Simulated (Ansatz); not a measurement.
`[AlH2][S][SiH3]` + `[SiH3][NH][GeH3]` → `[SiH3][N]([SiH3])[GeH3]` + `[AlH2][SH]`  (ligand exchange at the Si–S bond)

Calculated with Ansatz (gas phase, PBE0-D4/def2-TZVP geometries, no zero-point term in ΔE). CCSD(T)/CBS adds triple-zeta CCSD(T) − MP2 to the extrapolated MP2 energy (def2 sets, frozen cores). This one scheme is used for every species. Functionals use def2-TZVPP. For Ge outer-core shells are correlated without core-valence functions, which leaves a few kJ/mol of doubt a bond. Scalar relativity is left out up to krypton.

`[AlH2][S][SiH3]`:

Cartesian coordinates in Å:
```
Al -1.255 1.339 -0.247
S -1.227 -0.768 0.309
Si 0.888 -1.094 0.213
H 0.123 2.052 -0.555
H -2.663 2.049 -0.312
H 1.115 -2.515 0.572
H 1.610 -0.222 1.173
H 1.409 -0.841 -1.153
```

`[SiH3][NH][GeH3]`:

Cartesian coordinates in Å:
```
Si -0.864 0.683 -1.138
N 0.127 0.605 0.263
Ge 0.854 -0.896 1.038
H -0.552 -0.510 -1.968
H -0.578 1.926 -1.906
H -2.329 0.672 -0.854
H 0.167 1.431 0.843
H 1.006 -1.937 -0.078
H -0.050 -1.454 2.157
H 2.218 -0.519 1.641
```

`[SiH3][N]([SiH3])[GeH3]`:

Z-matrix (Å, degrees):
```
Si
N 1 1.728
H 1 1.490 2 112.2
H 1 1.486 2 108.7 3 120.3
H 1 1.489 2 110.2 3 -119.4
Si 2 1.728 1 124.1 3 -105.9
Ge 2 1.858 1 118.0 3 70.0
H 6 1.485 2 109.8 1 -28.4
H 6 1.490 2 112.6 1 92.6
H 6 1.489 2 108.7 1 -148.5
H 7 1.537 2 108.4 1 -137.7
H 7 1.537 2 109.6 1 102.0
H 7 1.537 2 107.2 1 -18.0
```

`[AlH2][SH]`:

Cartesian coordinates in Å:
```
Al 0.544 -0.089 -0.348
S -0.966 1.048 0.742
H 1.737 0.738 -0.969
H 0.381 -1.656 -0.465
H -1.695 -0.040 1.041
```

| species | r2SCAN0-D4 energy (Eh) |
| --- | --- |
| `[AlH2][S][SiH3]` | -933.10302 |
| `[SiH3][NH][GeH3]` | -2425.41092 |
| `[SiH3][N]([SiH3])[GeH3]` | -2716.10629 |
| `[AlH2][SH]` | -642.40575 |

Q: Work out ΔE.

A: ΔE = (-2716.10629) + (-642.40575) − (-933.10302) − (-2425.41092) = 0.00190 Eh = +5.0 kJ/mol. CCSD(T)/CBS gives -0.1 kJ/mol.

Largest T1 diagnostic among the species: 0.012.

Leaving LDA and LC-ωPBE aside and taking each functional with its dispersion term where it has one, the values, not all of them listed here, spread over 10.5 kJ/mol, from BHLYP-D4 to PBE-D4. LDA lies −7.6 kJ/mol from PBE without D4. From BLYP to BHLYP (50 % exact exchange), in def2-TZVPP and without D4, ΔE moves by −3.8 kJ/mol.
